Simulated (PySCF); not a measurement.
C3H11OSi (cation, charge +1), SMILES C[Si](C)(C)[OH2+] at its GFN2-xTB optimised geometry (Å):

```
16

C      1.6913     0.0200     0.0000
Si    -0.1996     0.0200     0.0000
C     -1.0953     1.6812     0.0000
C     -1.0938    -1.5132    -0.6418
O     -0.5305    -0.3872     2.0250
H      2.0684     0.2185    -1.0001
H      2.1079    -0.9375     0.3074
H      2.1080     0.7873     0.6499
H     -2.1080     1.5949     0.3888
H     -1.1756     2.0727    -1.0112
H     -0.5754     2.4348     0.5887
H     -2.1041    -1.5888    -0.2446
H     -1.1803    -1.4800    -1.7252
H     -0.5691    -2.4348    -0.3963
H     -0.3544    -1.2686     2.3742
H     -0.3318     0.2821     2.6899
```

Level of theory: B3LYP/def2-TZVP run with PySCF. Cells within 0.4 Å of a nucleus heavier than hydrogen are left out (blank, or x).

Map of the deformation density (molecule minus spherical neutral atoms) (e/bohr³) on the plane z = 0.0 Å:

```
|111111111111111111111111111|
|111111111111111111111111111|
|111111111111111111111111111|
|111111111111111111111111111|
|111111110000001111111111111|
|111111100001001111111111111|
|111111000024200111111111111|
|1111100221x6200011111111111|
|111110158xx4100000001111111|
|1111100476x6310000000011111|
|111110012269510000110011111|
|111111001257410221341001111|
|111111000012xx2564x51001111|
|111111100000xx389xxx0001111|
|111111000012x02554x72001111|
|111111001145300122793001111|
|111110012245310001341001111|
|111100045312210000000011111|
|111100045202110000000011111|
|111110011124200111111111111|
|111111000012100111111111111|
|111111110000000111111111111|
|111111111100001111111111111|
|111111111111111111111111111|
|111111111111111111111111111|
|111111111111111111111111111|
|111111111111111111111111111|
```
Scale: ten equal steps from -0.011 (start of '0') to 0.066 (end of '9'), in the order '0123456789'; x runs from -4.50 to 4.50, y from -4.50 (bottom) to 4.50 (top).
